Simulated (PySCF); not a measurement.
CH7Cl2NSi2, SMILES CN[Si@H](Cl)[SiH2]Cl. Atoms are numbered in the order given.

```xyz
13

C     -2.0213    -0.0641    -1.4898
N     -1.8108    -0.6003    -0.1540
Si    -0.5394    -0.1625     0.9255
Cl    -0.7237     1.7221     1.8844
Si     1.4739     0.1345    -0.2431
Cl     1.7222    -1.4040    -1.6447
H     -2.5075    -0.8170    -2.1450
H     -1.0443     0.1757    -1.9579
H     -2.6405     0.8620    -1.5117
H     -2.6439    -1.0272     0.2609
H     -0.5242    -1.1873     2.0193
H      2.6408     0.1218     0.7040
H      1.4657     1.4443    -0.9806
```
Charge 0, spin multiplicity 1.

Geometry optimised at PBE-D3(BJ)/def2-SVP. The structure was generated by enumeration; whether it is a known compound was not checked. Other conformers were not sampled.

All values below come from PySCF 2.14.0 with TDA-PBE0/def2-SVPD.

Vertical excitations. The molecule is in vacuum.

| state | energy (eV) | λ (nm) | f | main pairs |
|---|---|---|---|---|
| S1 | 5.66 | 219 | 0.006 | HOMO→LUMO 58 %, HOMO→LUMO+1 39 % |
| S2 | 5.87 | 211 | 0.041 | HOMO→LUMO+1 58 %, HOMO→LUMO 40 % |
| S3 | 6.12 | 203 | 0.044 | HOMO−1→LUMO 95 % |
| S4 | 6.54 | 190 | 0.021 | HOMO−1→LUMO+1 92 % |
| S5 | 6.72 | 184 | 0.008 | HOMO→LUMO+2 91 % |
| S6 | 6.85 | 181 | 0.004 | HOMO−2→LUMO 94 % |
| S7 | 6.96 | 178 | 0.012 | HOMO→LUMO+3 82 % |
| S8 | 7.15 | 173 | 0.010 | HOMO−3→LUMO 50 %, HOMO→LUMO+4 26 %, HOMO→LUMO+5 11 % |
| S9 | 7.17 | 173 | 0.015 | HOMO−3→LUMO 35 %, HOMO→LUMO+4 31 %, HOMO→LUMO+5 12 %, HOMO→LUMO+3 8 % |
| S10 | 7.33 | 169 | 0.017 | HOMO−1→LUMO+2 54 %, HOMO−4→LUMO 22 % |
| T1 | 5.28 | 235 | 0 | HOMO→LUMO 59 %, HOMO−1→LUMO 27 % |
| T2 | 5.37 | 231 | 0 | HOMO→LUMO+1 79 % |
| T3 | 5.58 | 222 | 0 | HOMO−1→LUMO 60 %, HOMO→LUMO 31 % |
| T4 | 5.76 | 215 | 0 | HOMO−1→LUMO+1 83 % |
Triplets are in the Tamm–Dancoff approximation.
